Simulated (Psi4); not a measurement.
H$_{3}$O$_{4}$P, triplet, geometry from GFN2-xTB (a higher spin typed on purpose: for a closed-shell molecule this is an excited state); B97M-V/STO-3G in Psi4 1.11.

Here is a job for Psi4.
```
memory 2 GB

molecule {
0 3
  O     0.77918714    0.89800259    1.38981789
  P    -0.01342712   -0.03654108    0.29402552
  O     1.07614325   -0.55931002   -0.64721325
  O    -0.93075699   -1.31479553   -0.92120897
  O    -0.86101349    1.15096454   -0.32530846
  H     1.63291358    0.52824969    1.60995054
  H    -0.53564913   -2.18592303   -0.95431307
  H    -1.40433700    0.80689686   -1.03471785
}

set basis sto-3g
set reference uks

energy('b97m-v')
print_variables()
```

Task: Predict the main parts of the log of this Psi4 run.

Result: 
```
   => Loading Basis Set <=

    Name: STO-3G
    Role: ORBITAL
    Keyword: BASIS

         ---------------------------------------------------------
                                   SCF
               by Justin Turney, Rob Parrish, Andy Simmonett
                          and Daniel G. A. Smith
                              UKS Reference
         ---------------------------------------------------------

  ==> Geometry <==

    Molecular point group: c1
    Full point group: C1

    Geometry (in Angstrom), charge = 0, multiplicity = 3:

       Center              X                  Y                   Z               Mass
    ------------   -----------------  -----------------  -----------------  -----------------
         O            0.776214280836     0.889759345619     1.383030700774    15.994914619570
         P           -0.016399979164    -0.044784324381     0.287238330774    30.973761998420
         O            1.073170390836    -0.567553264381    -0.654000439226    15.994914619570
         O           -0.933729849164    -1.323038774381    -0.927996159226    15.994914619570
         O           -0.863986349164     1.142721295619    -0.332095649226    15.994914619570
         H            1.629940720836     0.520006445619     1.603163350774     1.007825032230
         H           -0.538621989164    -2.194166274381    -0.961100259226     1.007825032230
         H           -1.407309859164     0.798653615619    -1.041505039226     1.007825032230

  Running in c1 symmetry.

  Rotational constants: A =      0.22822  B =      0.12582  C =      0.09614 [cm^-1]
  Rotational constants: A =   6841.84674  B =   3772.13723  C =   2882.30182 [MHz]
  Nuclear repulsion =  268.142003174786907

  Charge       = 0
  Multiplicity = 3
  Electrons    = 50
  Nalpha       = 26
  Nbeta        = 24

  ==> Algorithm <==

  SCF Algorithm Type is DF.
  DIIS enabled.
  MOM disabled.
  Fractional occupation disabled.
  Guess Type is SAD.
  Energy threshold   = 1.00e-06
  Density threshold  = 1.00e-06
  Integral threshold = 1.00e-12

  ==> Primary Basis <==

  Basis Set: STO-3G
    Blend: STO-3G
    Number of shells: 20
    Number of basis functions: 32
    Number of Cartesian functions: 32
    Spherical Harmonics?: true
    Max angular momentum: 1

  ==> DFT Potential <==

   => LibXC <=

    Version 7.1.2
    S. Lehtola, C. Steigemann, M. J. T. Oliveira, and M. A. L. Marques,  SoftwareX 7, 1–5 (2018) (10.1016/j.softx.2017.11.002)

   => Composite Functional: B97M-V <=

    B97M-V GGA Exchange-Correlation Functional

    N. Mardirossian and M. Head-Gordon,  J. Chem. Phys. 142, 074111 (2015) (10.1063/1.4907719)

    Deriv               =              1
    GGA                 =           TRUE
    Meta                =           TRUE

    Exchange Hybrid     =          FALSE
    MP2 Hybrid          =          FALSE

   => Exchange-Correlation Functionals <=

    1.0000   B97M-V exchange-correlation functional

   => LibXC Density Thresholds  <==

    XC_MGGA_XC_B97M_V:  1.00E-15

   => VV10 Non-Local Parameters <=

    VV10 B              =     6.0000E+00
    VV10 C              =     1.0000E-02

   => Molecular Quadrature <=

    Radial Scheme          =       TREUTLER
    Pruning Scheme         =           NONE
    Nuclear Scheme         =       TREUTLER

    Blocking Scheme        =         OCTREE
    BS radius alpha        =              1
    Pruning alpha          =              1
    Radial Points          =             75
    Spherical Points       =            302
    Total Points           =         169862
    Total Blocks           =           1350
    Max Points             =            256
    Max Functions          =             30
    Weights Tolerance      =       1.00E-15

   => Loading Basis Set <=

    Name: (STO-3G AUX)
    Role: JKFIT
    Keyword: DF_BASIS_SCF

  ==> Integral Setup <==

  SCF_SUBTYPE=INCORE selected. In-core MEM_DF algorithm will be used.
  Using in-core AOs.

  ==> MemDFJK: Density-Fitted J/K Matrices <==

[...]

   -------------------------
    Irrep   Nso     Nmo
   -------------------------
     A         32      32
   -------------------------
    Total      32      32
   -------------------------

  ==> Iterations <==

                           Total Energy        Delta E     RMS |[F,P]|

   @DF-UKS iter SAD:  -634.31851433313489   -6.34319e+02   0.00000e+00
   @DF-UKS iter   1:  -635.60743275013954   -1.28892e+00   1.35565e-02 DIIS/ADIIS
   @DF-UKS iter   2:  -635.35968549361303    2.47747e-01   2.33509e-02 DIIS/ADIIS
   @DF-UKS iter   3:  -635.46118504837000   -1.01500e-01   1.76989e-02 DIIS/ADIIS
   @DF-UKS iter   4:  -635.73842119869755   -2.77236e-01   4.73663e-03 DIIS/ADIIS
   @DF-UKS iter   5:  -635.75572968675158   -1.73085e-02   2.04491e-03 DIIS/ADIIS
   @DF-UKS iter   6:  -635.75931777400433   -3.58809e-03   3.00287e-04 DIIS/ADIIS
   @DF-UKS iter   7:  -635.75944049990653   -1.22726e-04   1.78231e-04 DIIS/ADIIS
   @DF-UKS iter   8:  -635.75947679509511   -3.62952e-05   6.54878e-05 DIIS
   @DF-UKS iter   9:  -635.75948883653564   -1.20414e-05   1.56162e-05 DIIS
   @DF-UKS iter  10:  -635.75948967776606   -8.41230e-07   9.02661e-06 DIIS
   @DF-UKS iter  11:  -635.75948978443216   -1.06666e-07   2.00545e-06 DIIS
   @DF-UKS iter  12:  -635.75948979039754   -5.96538e-09   1.86227e-07 DIIS
  Energy and wave function converged.

  ==> Post-Iterations <==

   Electrons on quadrature grid:
      Nalpha   =   25.9999995458 ; deviation = -4.542e-07
      Nbeta    =   23.9999974385 ; deviation = -2.562e-06
      Ntotal   =   49.9999969843 ; deviation = -3.016e-06

   @Spin Contamination Metric:   6.124641547E-03
   @S^2 Expected:                2.000000000E+00
   @S^2 Observed:                2.006124642E+00
   @S   Expected:                1.000000000E+00
   @S   Observed:                1.000000000E+00

    Orbital Energies [Eh]
    ---------------------

    Alpha Occupied:

[...]
    Alpha Virtual:

[...]
    Beta Occupied:

[...]
    Beta Virtual:

[...]
    Final Occupation by Irrep:
              A
    DOCC [    24 ]
    SOCC [     2 ]
    NA   [    26 ]
    NB   [    24 ]

  @DF-UKS Final Energy:  -635.75948979039754

   => Energetics <=

    Nuclear Repulsion Energy =            268.1420031747869075
    One-Electron Energy =               -1416.5116357233955569
    Two-Electron Energy =                 571.8829901449962563
    DFT Exchange-Correlation Energy =     -59.4790517394582920
    Empirical Dispersion Energy =           0.0000000000000000
    VV10 Nonlocal Energy =                  0.2062043526732725
    Total Energy =                       -635.7594897903975379

  UHF NO Occupations:
  HONO-2 :   24  A 1.9977640
  HONO-1 :   25  A 1.0000000
  HONO-0 :   26  A 1.0000000
  LUNO+0 :   27  A 0.0022360
  LUNO+1 :   28  A 0.0003022
  LUNO+2 :   29  A 0.0002563
  LUNO+3 :   30  A 0.0002329

Computation Completed

Properties will be evaluated at   0.000000,   0.000000,   0.000000 [a0]

Properties computed using the SCF density matrix

 Multipole Moments:

 ------------------------------------------------------------------------------------
     Multipole            Electronic (a.u.)      Nuclear  (a.u.)        Total (a.u.)
 ------------------------------------------------------------------------------------

 L = 1.  Multiply by 2.5417464519 to convert [e a0] to [Debye]
 Dipole X            :          0.3383205           -0.2808946            0.0574258
 Dipole Y            :          0.1705688           -0.7788738           -0.6083050
 Dipole Z            :          0.8366573           -0.6412963            0.1953610
 Magnitude           :                                                    0.6414816

 ------------------------------------------------------------------------------------

  Variable Map:
  ----------------------------------------------------------------------------
[...]
  Array Variable Map:
  ----------------------------------------------------------------------------
[...]
[...]
```
